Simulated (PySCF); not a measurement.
## Electron correlation in B (boron, neutral)

[He] 2s2 2p1, 2P determinant. Calculation: PySCF 2.14, in aug-cc-pVTZ; no relativity, point nucleus. Frozen: 1s2; 3 electrons correlated.

```csv
level,correlation energy (mhartree)
CCSD,-64.92
(T),-1.36
CCSD(T),-66.28
CCSDT,-66.72
```

Diagnostics: T1 = 0.014, D1 = 0.0274, largest double amplitude 0.072.

Cost of the coupled-cluster step: roughly 0.7 core-seconds, for 3 correlated electrons.
